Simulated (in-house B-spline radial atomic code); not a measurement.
Orbital energies and mean radii along the 8-electron series, configuration [He] 2s2 2p4. The effective charge is n√(-2ε), a non-relativistic measure. Computed with a radial B-spline atomic code at the basis-set limit: non-relativistic Hartree-Fock, average of the configuration, point nuclei.

```
  ion   Z  energy of 2p (Eh)  mean radius of 2p (bohr)  energy of 1s (Eh)  mean radius of 1s (bohr)  effective charge of 2p
    O   8           -0.61619                    1.2391            -20.681                   0.19858                  2.2203
   F+   9            -1.4224                    0.9736            -27.153                   0.17566                  3.3733
 Ne2+  10            -2.4885                    0.8069            -34.645                   0.15745                  4.4618
 Mg4+  12            -5.3854                   0.60459             -52.66                   0.13035                  6.5638
 Al5+  13            -7.2131                   0.53795            -63.177                      0.12                  7.5964
 Si6+  14            -9.2926                   0.48477            -74.698                   0.11116                  8.6221
  P7+  15            -11.623                   0.44129            -87.223                   0.10353                   9.643
  S8+  16            -14.205                   0.40506            -100.75                  0.096881                   10.66
 Cl9+  17            -17.038                   0.37438            -115.28                  0.091028                  11.675
Ar10+  18            -20.121                   0.34806            -130.81                  0.085839                  12.687
 K11+  19            -23.455                   0.32522            -147.34                  0.081208                  13.698
Ca12+  20             -27.04                   0.30522            -164.87                   0.07705                  14.708
Sc13+  21            -30.874                   0.28754             -183.4                  0.073296                  15.716
Ti14+  22            -34.959                   0.27182            -202.94                   0.06989                  16.723
 V15+  23            -39.295                   0.25773            -223.47                  0.066786                   17.73
```

**Question.** How does the screening of 2p change?

**Answer.** Z less the effective charge goes from 5.78 at Z = 8 to 5.27 at Z = 23.
